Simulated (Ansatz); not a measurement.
Stretching the B1–I4 bond in BH2I (SMILES BI) (multiplicity 1 held, fragments rigid). Energies count from the point at 2.114 Å.
Geometry at that point (charge 0, multiplicity 1):
```xyz
4

B     -1.007    -1.528     0.263
H     -0.625    -2.305     1.069
H     -1.987    -1.659    -0.386
I      0.144     0.219    -0.038
```

U- levels take the lowest unrestricted solution at each point, which mixes spins at long bonds. Active spaces are followed from a long bond inwards. Levels need not reach the same state.

Correlated levels freeze the cores. Filled d and f shells under p-block atoms count as core.

The values were computed with Ansatz (a program for electronic structure). Values without a source in brackets are computed. In def2 rows elements past Kr take small-core potentials, without spin–orbit coupling.

Q: Predict the energy at R = 6.764 Å from U-CCSD/def2-TZVPP.

A: 89.4 kcal/mol

Q: Give the energy at R = 6.764 Å at the level FIC-MRCISD+Q on CASSCF(6,4)/def2-TZVPP.

A: 91.3 kcal/mol

Doubts at one or more of the structures used: a spin-contaminated determinant (U-CCSD/def2-TZVPP); active orbitals that take no part (FIC-MRCISD+Q on CASSCF(6,4)/def2-TZVPP).
